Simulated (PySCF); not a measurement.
# Basis-set dependence of population analyses: `C[B@@H-]([NH3+])P`

Species: CH9BNP.
Numbering: `[CH3:1][B@@H-:2]([NH3+:3])[PH2:4]` (hydrogens: H5, H6, H7 on C1; H8 on B2; H9, H10, H11 on N3; H12, H13 on P4)

PBE0 throughout (PySCF), one geometry, spherical d and f functions. Isolated species at its PBE0-D3(BJ)/def2-SVP geometry (one conformer only). Atoms taken as equivalent share a column and are averaged. The first 7 of 8 kinds of atom are listed.

Mulliken charges (e):

```json
{"basis": "pcSseg-0", "functions": "58", "C1": "-0.924", "B2": "+0.115", "N3": "-0.798", "P4": "-0.314", "H5/H6/H7": "+0.203", "H8": "+0.083", "H9/H10/H11": "+0.366"}
{"basis": "6-31G*", "functions": "78", "C1": "-0.631", "B2": "+0.099", "N3": "-0.871", "P4": "-0.246", "H5/H6/H7": "+0.148", "H8": "-0.039", "H9/H10/H11": "+0.397"}
{"basis": "cc-pVDZ", "functions": "105", "C1": "-0.115", "B2": "-0.224", "N3": "+0.061", "P4": "-0.173", "H5/H6/H7": "+0.023", "H8": "-0.040", "H9/H10/H11": "+0.138"}
{"basis": "def2-SVP", "functions": "105", "C1": "-0.133", "B2": "-0.212", "N3": "-0.024", "P4": "-0.125", "H5/H6/H7": "+0.028", "H8": "-0.037", "H9/H10/H11": "+0.161"}
{"basis": "6-311+G(2d,p)", "functions": "170", "C1": "-0.581", "B2": "-0.073", "N3": "-0.549", "P4": "-0.223", "H5/H6/H7": "+0.135", "H8": "-0.012", "H9/H10/H11": "+0.310"}
{"basis": "aug-cc-pVDZ", "functions": "177", "C1": "+0.582", "B2": "-0.212", "N3": "-0.016", "P4": "-1.138", "H5/H6/H7": "-0.284", "H8": "+0.706", "H9/H10/H11": "+0.080"}
{"basis": "def2-TZVP", "functions": "184", "C1": "-0.434", "B2": "-0.096", "N3": "-0.411", "P4": "-0.341", "H5/H6/H7": "+0.109", "H8": "-0.005", "H9/H10/H11": "+0.286"}
{"basis": "IGLO-III", "functions": "239", "C1": "-0.507", "B2": "+0.014", "N3": "-0.578", "P4": "+0.050", "H5/H6/H7": "+0.106", "H8": "-0.045", "H9/H10/H11": "+0.311"}
{"basis": "cc-pVTZ", "functions": "250", "C1": "-0.401", "B2": "-0.130", "N3": "-0.023", "P4": "-0.235", "H5/H6/H7": "+0.088", "H8": "+0.003", "H9/H10/H11": "+0.165"}
```

IAO charges (e):

```json
{"basis": "pcSseg-0", "functions": "58", "C1": "-0.551", "B2": "-0.179", "N3": "-0.409", "P4": "-0.132", "H5/H6/H7": "+0.129", "H8": "-0.015", "H9/H10/H11": "+0.295"}
{"basis": "6-31G*", "functions": "78", "C1": "-0.540", "B2": "-0.163", "N3": "-0.423", "P4": "-0.066", "H5/H6/H7": "+0.125", "H8": "-0.023", "H9/H10/H11": "+0.295"}
{"basis": "cc-pVDZ", "functions": "105", "C1": "-0.541", "B2": "-0.173", "N3": "-0.416", "P4": "-0.065", "H5/H6/H7": "+0.125", "H8": "-0.022", "H9/H10/H11": "+0.294"}
{"basis": "def2-SVP", "functions": "105", "C1": "-0.531", "B2": "-0.178", "N3": "-0.406", "P4": "-0.055", "H5/H6/H7": "+0.122", "H8": "-0.025", "H9/H10/H11": "+0.292"}
{"basis": "6-311+G(2d,p)", "functions": "170", "C1": "-0.561", "B2": "-0.176", "N3": "-0.438", "P4": "-0.059", "H5/H6/H7": "+0.131", "H8": "-0.020", "H9/H10/H11": "+0.301"}
{"basis": "aug-cc-pVDZ", "functions": "177", "C1": "-0.558", "B2": "-0.171", "N3": "-0.434", "P4": "-0.078", "H5/H6/H7": "+0.130", "H8": "-0.021", "H9/H10/H11": "+0.299"}
{"basis": "def2-TZVP", "functions": "184", "C1": "-0.561", "B2": "-0.175", "N3": "-0.438", "P4": "-0.056", "H5/H6/H7": "+0.131", "H8": "-0.021", "H9/H10/H11": "+0.300"}
{"basis": "IGLO-III", "functions": "239", "C1": "-0.562", "B2": "-0.176", "N3": "-0.440", "P4": "-0.054", "H5/H6/H7": "+0.131", "H8": "-0.021", "H9/H10/H11": "+0.301"}
{"basis": "cc-pVTZ", "functions": "250", "C1": "-0.561", "B2": "-0.174", "N3": "-0.438", "P4": "-0.065", "H5/H6/H7": "+0.131", "H8": "-0.021", "H9/H10/H11": "+0.301"}
```

Hirshfeld charges (e):

```
        basis  functions      C1      B2      N3      P4  H5/H6/H7      H8  H9/H10/H11
     pcSseg-0         58  -0.206  -0.022  -0.050  -0.099    +0.018  -0.107      +0.161
       6-31G*         78  -0.191  -0.027  -0.051  -0.128    +0.019  -0.100      +0.162
      cc-pVDZ        105  -0.207  -0.023  -0.068  -0.097    +0.021  -0.104      +0.165
     def2-SVP        105  -0.213  -0.026  -0.070  -0.088    +0.021  -0.105      +0.166
6-311+G(2d,p)        170  -0.212  -0.019  -0.092  -0.086    +0.023  -0.095      +0.164
  aug-cc-pVDZ        177  -0.219  -0.016  -0.098  -0.085    +0.025  -0.093      +0.164
    def2-TZVP        184  -0.214  -0.018  -0.092  -0.092    +0.023  -0.096      +0.166
     IGLO-III        239  -0.221  -0.017  -0.101  -0.075    +0.023  -0.096      +0.165
      cc-pVTZ        250  -0.215  -0.017  -0.091  -0.093    +0.023  -0.097      +0.166
```

Some averages cover members that differ in this geometry, most widely: H9/H10/H11, Mulliken in aug-cc-pVDZ +0.042 to +0.140; H5/H6/H7, Mulliken in aug-cc-pVDZ -0.331 to -0.243; H5/H6/H7, Mulliken in IGLO-III +0.082 to +0.137; H5/H6/H7, Mulliken in 6-31G* +0.133 to +0.179 e.

Question: Which scheme is steadiest as the basis changes?

Answer: Largest range over the bases for any column: Hirshfeld 0.05 e, IAO 0.08 e, Mulliken 1.51 e. Hirshfeld charges move least and Mulliken charges most, counted in e.

Question: How much do the charges still move between the two largest bases, IGLO-III and cc-pVTZ?

Answer: At most, over all atoms: Mulliken 0.554 e, IAO 0.011 e, Hirshfeld 0.018 e.

Question: What do the same runs give for the total energy, the frontier levels and the dipole moment?

Answer: 
| basis | energy (Eh) | HOMO (eV) | LUMO (eV) | μ (D) |
| --- | --- | --- | --- | --- |
| pcSseg-0 | -463.5306 | -5.92 | 0.50 | 5.48 |
| 6-31G* | -464.1809 | -5.81 | 0.82 | 5.38 |
| cc-pVDZ | -464.2161 | -5.85 | 0.37 | 5.32 |
| def2-SVP | -464.0178 | -5.86 | 0.37 | 5.35 |
| 6-311+G(2d,p) | -464.2606 | -6.07 | -0.78 | 5.16 |
| aug-cc-pVDZ | -464.2288 | -6.06 | -0.90 | 5.12 |
| def2-TZVP | -464.2684 | -6.03 | -0.19 | 5.21 |
| IGLO-III | -464.2748 | -6.01 | -0.44 | 5.11 |
| cc-pVTZ | -464.2719 | -6.02 | -0.12 | 5.20 |

The dipole is fixed by the density alone, so its range of 0.37 D shows that the density itself changes with the basis, not only its division among atoms.
